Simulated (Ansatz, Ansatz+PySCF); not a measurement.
```xyz
8

C    -0.0039   -0.0039   -0.4502
C    -0.0040    1.2240    0.1890
C     0.0078   -1.2359    0.1975
H    -0.0090    0.0014   -1.5347
H     0.0052    2.1562   -0.3723
H    -0.0003    1.2891    1.2912
H     0.0015   -2.1548   -0.3723
H    -0.0096   -1.2967    1.2860
```

Basis set: def2-SVP (spherical functions). Correlated methods keep 3 orbitals frozen. Correlation on ROHF uses semicanonical orbitals with singles. Charge 0, multiplicity 2.

Computed with Ansatz (development build ahead of 0.2.0); each method stands on the lowest determinant of its kind that the runs found.

Question: Give the atomization energy at this shape (free ground-state atoms in the same class of orbitals less the molecule, no zero-point energy) of doublet C3H5 by ROHF-CCSD(T), ROHF-MP2, UHF-MP2, UHF, ROHF.

Answer:

```
      method  atomization energy
ROHF-CCSD(T)            31.98 eV
    ROHF-MP2            32.14 eV
     UHF-MP2            31.89 eV
         UHF            25.95 eV
        ROHF            25.61 eV
```

Caution for ROHF-CCSD(T), ROHF-MP2, ROHF: an unrestricted determinant lies well below. Caution for UHF-MP2, UHF: the unrestricted determinant is spin contaminated.
